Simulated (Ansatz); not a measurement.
Gas-phase reaction R1 → P1 + P2, each structure at its B3LYP-D3(BJ)/def2-TZVP stationary point, reached from a drawn start (curvature not checked).
R1: Cl2OTi (SMILES [O]=[Ti]([Cl])[Cl]), charge 0, multiplicity 1.
P1, ClOTi (SMILES [O]=[Ti][Cl]) (charge 0, multiplicity 2, Z-matrix in Å and degrees):
```
Ti
O 1 1.6198
Cl 1 2.2958 2 129.71
```
P2: Cl atom, charge 0, multiplicity 2.

P less R. No zero-point or thermal terms; singlets are restricted closed shells; open shells are unrestricted; no spin–orbit coupling. The spin states of the d-block species are the ones drawn and need not be the lowest.

Frozen-core correlation throughout. CBS(a, b) extrapolates the correlation energy as X⁻³ and adds the Hartree–Fock energy of set b.

Programs: Ansatz (a quantum-chemistry and plane-wave program). All values are computed, each at the level named.

| level | reaction energy (kcal/mol) |
|---|---|
| HF/def2-TZVPP | 59.00 |
| SVWN5/def2-TZVPP | 127.25 |
| B3LYP/def2-TZVPP | 100.85 |
| PBE0/def2-TZVPP | 103.03 |
| CAM-B3LYP/def2-TZVPP | 98.60 |
| wB97X-V/def2-TZVPP | 102.07 |
| MP2/def2-SVP | 113.25 |
| CCSD/def2-QZVPP | [?] |
| CCSD(T)/CBS(def2-TZVPP, def2-QZVPP) | [?] |

Problem. Some entries are withheld; supply them.

Solution. 
- CCSD/def2-QZVPP, reaction energy (kcal/mol): 96.51
- CCSD(T)/CBS(def2-TZVPP, def2-QZVPP), reaction energy (kcal/mol): 106.47
